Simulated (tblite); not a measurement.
Species: C5H8F3P.
Atom-mapped SMILES: `[F:1][C:2]([F:3])([F:4])[CH2:5][PH:6][CH:7]1[CH2:8][CH2:9]1` (hydrogens: H10, H11 on C5; H12 on P6; H13 on C7; H14, H15 on C8; H16, H17 on C9)

Computed with GFN2-xTB (tblite), gas phase: L-BFGS steps from a force-field or distance-geometry start until the largest atomic force falls under 0.01 eV/Å.

Step 0: E = -856.5892 eV
```
atom  x, y, z in Å  |  force x, y, z in eV/Å
F1      2.8237    0.2763    2.0122    0.091   0.030  -0.808
C2      2.7803    0.4749    0.6673   -0.050  -0.070   0.361
F3      3.5209    1.5801    0.4184   -0.134  -0.392   0.125
F4      3.4198   -0.5592    0.0791   -0.188   0.366   0.340
C5      1.3703    0.6364    0.1590   -0.021   0.337  -0.767
P6      0.2756   -0.8363    0.4311   -0.045  -0.797   0.843
C7     -1.1533   -0.3482   -0.6063    0.161  -0.123   0.434
C8     -2.2521    0.4292    0.0616   -0.479  -0.284  -0.511
C9     -2.4635   -1.0211   -0.3106   -0.226   0.421   0.243
H10     1.4115    0.8430   -0.9189    0.192   0.062   0.019
H11     0.9070    1.5056    0.6306    0.078   0.013   0.195
H12     0.9195   -1.7235   -0.4645   -0.128   0.371  -0.078
H13    -0.9379   -0.1247   -1.6306    0.073   0.128  -0.494
H14    -2.1892    0.6669    1.1095    0.144   0.013   0.067
H15    -2.7760    1.1846   -0.5295    0.238  -0.256   0.229
H16    -2.5432   -1.7385    0.5069    0.179   0.208  -0.319
H17    -3.1206   -1.2335   -1.1461    0.116  -0.027   0.121
```

Q: Estimate the geometry and energy of step 1. (The exact step hangs on the optimiser's Hessian estimate; all steps are aligned on step 0, rigid shifts and turns removed.)

A: E = -856.6420 eV, largest force 0.704 eV/Å
```
atom  x, y, z in Å  |  force x, y, z in eV/Å
F1      2.8250    0.2767    2.0007    0.040  -0.034  -0.324
C2      2.7796    0.4739    0.6724   -0.288   0.051  -0.061
F3      3.5190    1.5745    0.4202   -0.008  -0.176   0.087
F4      3.4171   -0.5540    0.0839   -0.071   0.127   0.204
C5      1.3700    0.6413    0.1480   -0.093   0.058  -0.145
P6      0.2749   -0.8476    0.4432    0.049  -0.400   0.577
C7     -1.1510   -0.3500   -0.6001    0.183  -0.069   0.023
C8     -2.2589    0.4251    0.0543   -0.189  -0.123   0.137
C9     -2.4667   -1.0151   -0.3071   -0.222   0.172   0.027
H10     1.4142    0.8439   -0.9187    0.175   0.097  -0.253
H11     0.9082    1.5057    0.6334    0.082  -0.019   0.113
H12     0.9177   -1.7182   -0.4656   -0.119   0.301  -0.071
H13    -0.9368   -0.1228   -1.6377    0.038   0.010  -0.065
H14    -2.1871    0.6671    1.1104    0.091  -0.037  -0.192
H15    -2.7726    1.1810   -0.5262    0.093  -0.062   0.035
H16    -2.5407   -1.7356    0.5023    0.135   0.135  -0.186
H17    -3.1189   -1.2339   -1.1444    0.103  -0.032   0.093
```

The energy changes by -0.0528 eV. The first-order estimate −F·Δx gives -0.0761 eV and the mean of the old and new forces, exact on a quadratic surface, -0.0526 eV. The step makes an angle of 1° with the force vector and moves no atom by more than 0.017 Å.

The cost below is that of the whole relaxation. Hardware: one thread of an Arm Neoverse V1, shared host with 32 logical CPUs at a one-minute load of 9.5. Cost: 0.24 s of wall time.
